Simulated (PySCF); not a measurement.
TDDFT excited states: C2H8OSi

Compound: C₂H₈OSi.
SMILES with atom numbers: `[CH3:1][O:2][CH2:3][SiH3:4]` (hydrogens: H5, H6, H7 on C1; H8, H9 on C3; H10, H11, H12 on Si4)

Geometry (PBE0-D3(BJ)/def2-SVP, Å), atoms numbered from 1 in this order:
```xyz
12
C2H8OSi angstrom
C      1.9721   -0.4468   -0.1653
O      0.5907   -0.6251   -0.1252
C     -0.1110    0.5191    0.2710
Si    -1.9644    0.1215    0.2596
H      2.2657    0.3483   -0.8799
H      2.4274   -1.3935   -0.4888
H      2.3837   -0.1782    0.8283
H      0.1926    0.8557    1.2861
H      0.0890    1.3778   -0.4062
H     -2.4008   -0.2658   -1.1143
H     -2.7191    1.3405    0.6883
H     -2.2599   -0.9950    1.2052
```

Level of theory: PySCF 2.14.0, density-fitted response routines, TDDFT CAM-B3LYP/def2-SVPD, vertical, gas phase, core orbitals frozen in the response.

Question: List the vertical singlet excitations with oscillator strengths and describe the spectrum.

Answer: 

```json
{"state": "S1", "E (eV)": "7.13", "λ (nm)": "173.9", "ν̃ (cm⁻¹)": "57490", "f": "0.023", "main configurations (H = HOMO, L = LUMO)": "H→L (82%)"}
{"state": "S2", "E (eV)": "7.96", "λ (nm)": "155.8", "ν̃ (cm⁻¹)": "64200", "f": "0.0050", "main configurations (H = HOMO, L = LUMO)": "H→L+3 (60%), H→L+1 (13%), H→L (13%)"}
{"state": "S3", "E (eV)": "8.06", "λ (nm)": "153.9", "ν̃ (cm⁻¹)": "64980", "f": "0.046", "main configurations (H = HOMO, L = LUMO)": "H-1→L (89%)"}
{"state": "S4", "E (eV)": "8.11", "λ (nm)": "152.8", "ν̃ (cm⁻¹)": "65440", "f": "0.017", "main configurations (H = HOMO, L = LUMO)": "H→L+2 (51%), H→L+1 (28%), H→L+3 (14%)"}
{"state": "S5", "E (eV)": "8.49", "λ (nm)": "146.0", "ν̃ (cm⁻¹)": "68510", "f": "0.0015", "main configurations (H = HOMO, L = LUMO)": "H→L+1 (44%), H→L+2 (37%)"}
{"state": "S6", "E (eV)": "8.56", "λ (nm)": "144.9", "ν̃ (cm⁻¹)": "69030", "f": "0.0040", "main configurations (H = HOMO, L = LUMO)": "H-1→L+3 (58%), H-1→L+1 (23%)"}
{"state": "S7", "E (eV)": "8.73", "λ (nm)": "142.0", "ν̃ (cm⁻¹)": "70410", "f": "0.022", "main configurations (H = HOMO, L = LUMO)": "H→L+5 (77%)"}
{"state": "S8", "E (eV)": "8.80", "λ (nm)": "140.9", "ν̃ (cm⁻¹)": "70980", "f": "0.088", "main configurations (H = HOMO, L = LUMO)": "H→L+6 (92%)"}
{"state": "S9", "E (eV)": "8.85", "λ (nm)": "140.0", "ν̃ (cm⁻¹)": "71410", "f": "0.016", "main configurations (H = HOMO, L = LUMO)": "H-2→L (52%), H-2→L+2 (19%), H-1→L+4 (13%)"}
{"state": "S10", "E (eV)": "8.90", "λ (nm)": "139.3", "ν̃ (cm⁻¹)": "71800", "f": "0.0052", "main configurations (H = HOMO, L = LUMO)": "H→L+4 (80%)"}
```

Triplets (Tamm–Dancoff): T1 6.91 eV, H→L (70%), H→L+3 (10%); T2 7.58 eV, H→L+3 (60%), H→L (19%), H→L+7 (12%); T3 7.67 eV, H-1→L (75%), H-1→L+2 (10%); T4 7.95 eV, H→L+2 (54%), H→L+1 (32%).

The lowest singlet comes at 174 nm (688 kJ/mol) in the vacuum ultraviolet; it is weak; its leading configuration is HOMO→LUMO (82%). The most intense listed level is S8 at 8.80 eV (141 nm, f = 0.088), 1.67 eV above S1. Löwdin shares by element: HOMO oxygen 59%, carbon 21%, hydrogen 5% or more (atoms not listed hold the other 16%); LUMO carbon 29%, silicon 26%, hydrogen 8% or more (atoms not listed hold the other 36%). Orbital energies (eV): HOMO-3 -11.04, HOMO-2 -10.88, HOMO-1 -10.00, HOMO -9.13, LUMO 1.17, LUMO+1 1.58, LUMO+2 1.94. Weighted by f, the mean energy of these states is 8.40 eV. The oscillator strengths of these states sum to 0.227; summed over the whole spectrum of an exact calculation they would give the number of electrons, 42 (Thomas–Reiche–Kuhn). All these states lie below the vertical ionisation energy of 10.06 eV (ΔSCF). Singlets were solved by full linear response, triplets in the Tamm–Dancoff approximation.

One conformer stands for the species.
